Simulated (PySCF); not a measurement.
# Reading the logs of faulty runs: AlBGeH6N cation

All numbers below are calculated, not measured. The program is PySCF 2.14.0, an open-source quantum chemistry code, run on an isolated molecule that a program drew, which may never have been made. The molecule is AlBGeH6N cation (charge +1, singlet), drawn as the SMILES string `[BH+][N]([AlH2])[GeH3]`.

Each row is a Hartree-Fock (HF) and frozen-core CCSD(T) single point in the cc-pV(D+d)Z basis, meant for a local HF minimum. Run 1 is clean. Each other run has one planted mistake out of seven kinds, and not every kind appears here: one electron removed, one electron added, multiplicity raised by two, geometry at a saddle point, minimal basis STO-3G, one bond length entered in bohr, all coordinates scaled. The reference is restricted for singlets and unrestricted otherwise, and also for a bond in bohr. Adding or removing an electron swaps singlet and doublet. Electrons count all cores. HOMO and LUMO are orbital energies over both spins, the gradient is its largest component, and the lowest frequency (negative if imaginary) is given only where the gradient is small. Bond lengths are over the 9 bonds as drawn. T1 is the CCSD diagnostic: over 0.02 (restricted) or 0.045 (unrestricted) a single reference is doubtful. Germanium has the cc-pVDZ-PP basis, with a core potential (ECP10MDF) in place of its 10 inner electrons, and its 3s, 3p and 3d shells are frozen in CCSD(T).

Geometry of the clean run:
```xyz
10
AlBGeH6N cation, angstrom
B    -0.5804    2.0642    0.9097
N     0.2388    1.0794    1.0439
Al    2.0983    1.2868    0.6650
Ge   -0.4242   -0.7025    1.6571
H    -1.3239    2.9608    0.7871
H     2.4717    2.7241    0.2007
H     2.8723   -0.0409    0.9004
H    -0.0673   -1.6060    0.4969
H    -1.9103   -0.4824    1.8613
H     0.3665   -0.9305    2.9270
```

```
run  electrons  basis functions  <S^2>  HOMO (eV)  LUMO (eV)  gradient (hartree/bohr)  lowest frequency (cm^-1)  mean bond (Å)  longest bond (Å)      T1  HF (hartree)  CCSD(T) (hartree)                 mistake
  1         62              104  0.000     -16.42      -2.97                  3.3e-05                       102         1.5577             1.998  0.0139    -617.73574         -618.18748                no fault
  2         62              104  0.000     -16.05      -2.97                  4.4e-02                         -         1.6449             2.110  0.0161    -617.71036         -618.17278  all coordinates scaled
  3         61              104  0.846     -21.28     -14.18                  7.0e-02                         -         1.5577             1.998  0.0252    -617.17417         -617.60256    one electron removed
  4         63              104  0.771      -4.65       1.30                  9.1e-02                         -         1.5577             1.998  0.0197    -617.86881         -618.34052                       ?
  5         62              104  0.000     -14.37      -5.17                  3.8e-02                         -         1.7464             3.608  0.0169    -617.63364         -618.09423                       ?
```

**Which mistake was planted in run 4, and what did it cost?**

It counts 63 electrons, one more than the clean run, at the same geometry and basis. So the mistake is: one electron added. Subtracting run 1 and multiplying by 627.51 kcal/mol a hartree, the energy moved by -83.5 kcal/mol in HF and -96.0 kcal/mol in CCSD(T).

**Which mistake was planted in run 5, and what did it cost?**

The mean bond changes by a factor of 1.121 and the longest by 1.806, so the molecule wasn't scaled as a whole. A length L in bohr read as angstrom grows by (1/0.5292 - 1) L = 0.890 L. The 9 bonds together grew by 9 x 0.1887 = 1.698 Å, which gives L = 1.909 Å. That is bond N2-Al3, 1.909 Å in the clean geometry. So the mistake is: one bond length entered in bohr. Subtracting run 1 and multiplying by 627.51 kcal/mol a hartree, the energy moved by 64.1 kcal/mol in HF and 58.5 kcal/mol in CCSD(T).

